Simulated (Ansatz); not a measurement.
Reaction (redistribution): `C[N](C)[InH][OH]` + `CO[SiH2]O[SiH3]` → `C[N](C)[In]([OH])[O][SiH3]` + `CO[SiH3]`

Calculated with Ansatz (gas phase, PBE0-D4/def2-TZVP geometries, no zero-point term in ΔE). CCSD(T)/CBS adds triple-zeta CCSD(T) − MP2 to the extrapolated MP2 energy (def2 sets, frozen cores). Functionals use def2-TZVPP. B3LYP here is the variant with VWN-RPA as its local correlation; programs differ in this. def2 core potentials past Kr. For In outer-core shells are correlated without core-valence functions, which leaves a few kJ/mol of doubt a bond. Each species was taken in one conformer, which may not be the lowest.

| species | B3LYP energy (Eh) |
| --- | --- |
| `C[N](C)[InH][OH]` | -401.29605 |
| `CO[SiH2]O[SiH3]` | -772.62337 |
| `C[N](C)[In]([OH])[O][SiH3]` | -767.34395 |
| `CO[SiH3]` | -406.53801 |

Work out ΔE.

ΔE = (-767.34395) + (-406.53801) − (-401.29605) − (-772.62337) = 0.03746 Eh = +1.02 eV. CCSD(T)/CBS gives +0.94 eV.

Largest T1 diagnostic among the species: 0.016.

In def2-TZVPP, CCSD(T) changes the Hartree–Fock value by −0.08 eV (the triples alone add −0.03 eV) and MP2 by −0.08 eV. From PBE to PBE0 (25 % exact exchange), in def2-TZVPP and without D4, ΔE moves by +0.05 eV. At CCSD(T), def2-SVP lies −0.17 eV from the extrapolated value and def2-TZVPP +0.02 eV.
